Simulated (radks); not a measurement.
Results of a calculation; reference values are marked as such.
All-electron atom: La+ in [Xe] 5d2.

Code: a radial shooting solver on a logarithmic mesh with Libxc functionals. Model: non-relativistic Kohn-Sham, PBE, spin-polarised, spherical densities, point nucleus; open shells are filled with parallel spins first (spin-orbit coupling, left out, can overturn this in heavy ions); relativity is left out, which matters for an element this heavy.

Energy parts (Ry):
| part | energy |
|---|---|
| total | -16446.3130 |
| kinetic | 16440.8391 |
| electron-nucleus | -38911.6417 |
| Hartree | 6417.5450 |
| exchange-correlation | -393.0554 |

Orbitals (lengths in bohr, moments of r in powers of bohr; <r^-3> diverges for s and p1/2; r(max) is where P^2 peaks):
orbital	occ.	eigenvalue (Ry)	<r^-3>	<r>	r(max)
1s down	1	-2714.139	-	0.02665	0.01766
1s up	1	-2714.138	-	0.02665	0.01766
2s up	1	-420.2080	-	0.1142	0.09721
2s down	1	-420.2036	-	0.1142	0.09721
2p up	3	-396.9979	6177	0.09711	0.07587
2p down	3	-396.9947	6177	0.09711	0.07587
3s up	1	-90.02506	-	0.2998	0.2744
3s down	1	-90.02311	-	0.2998	0.2744
3p up	3	-80.04665	1198	0.2897	0.2612
3p down	3	-80.04456	1198	0.2897	0.2612
3d up	5	-61.46915	198.7	0.2605	0.2110
3d down	5	-61.46578	198.7	0.2605	0.2110
4s up	1	-18.28269	-	0.6839	0.6362
4s down	1	-18.27725	-	0.6840	0.6363
4p up	3	-14.59253	255.0	0.7057	0.6475
4p down	3	-14.58740	254.9	0.7057	0.6476
4d up	5	-8.14422	34.86	0.7635	0.6701
4d down	5	-8.13898	34.85	0.7634	0.6702
5s up	1	-2.90353	-	1.639	1.478
5s down	1	-2.85194	-	1.627	1.471
5p up	3	-1.92081	36.27	1.847	1.621
5p down	3	-1.85531	37.40	1.830	1.609
5d up	2	-0.58020	2.414	2.791	2.193
5d down	0	-0.49343	2.474	2.788	2.166

The highest occupied level is 5d up at -7.894 eV. Spin moment in Bohr magnetons: 2. Summed over all electrons, <r^2> = 60.17 bohr^2, which gives a Langevin (diamagnetic) susceptibility term of -47.7 x 10^-6 cm^3/mol. The electron density at the nucleus is 1.312e+05 e/bohr^3. The density falls to 0.001 e/bohr^3 at r = 4.35 bohr. The spin density at the nucleus is -1.095 e/bohr^3 (1s 0.000, 2s -0.059, 3s -0.030, 4s 0.121, 5s -1.127).
